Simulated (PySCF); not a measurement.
O2S, triplet, at a GFN2-xTB geometry (a higher spin typed on purpose: for a closed-shell molecule this is an excited state). Base run: R2SCAN/def2-SV(P) (PySCF).

Input for PySCF:
```python
from pyscf import gto, scf, dft

mol = gto.M(
    atom='''
O    -1.26683570    0.43646074   -0.02466647
S    -0.01836758   -0.37354518    0.01924988
O     1.30357086    0.31062963   -0.01383328
''',
    basis='def2-sv(p)',
    spin=2,
    verbose=4,
)

mf = dft.UKS(mol)
mf.xc = 'r2scan'
mf.kernel()
mf.analyze()
```

The base run was repeated with changes; each row names its change, and settings that it needs were set with it.

```
change                             ΔE vs base (mEh)  fitting functions  dipole (D)
---------------------------------  ----------------  -----------------  ----------
base                                          0.000                  -        1.45
auxbasis = cc-pvqz-jkfit                     -0.052                360        1.45
auxbasis = autoaux                           -0.058                374        1.45
auxbasis = even-tempered beta=1.6            -0.004                594        1.45
auxbasis = cc-pvdz-jkfit                     -0.120                252        1.45
auxbasis = def2-universal-jkfit              -0.043                282        1.45
auxbasis = def2-universal-jfit               -0.177                149        1.45
auxbasis = def2-tzvp-ri                     -14.912                265        1.45
auxbasis = cc-pvtz-ri                       -13.806                284        1.45
auxbasis = even-tempered beta=2.0            -0.068                407        1.45
```

A fitting set is made for a task (jfit for Coulomb, jkfit for Coulomb and exchange, ri for correlation) and for a family of orbital bases.

Open shells are given as the SCF converged; they aren't shown to be the lowest states, and a large step between rows can be another state.
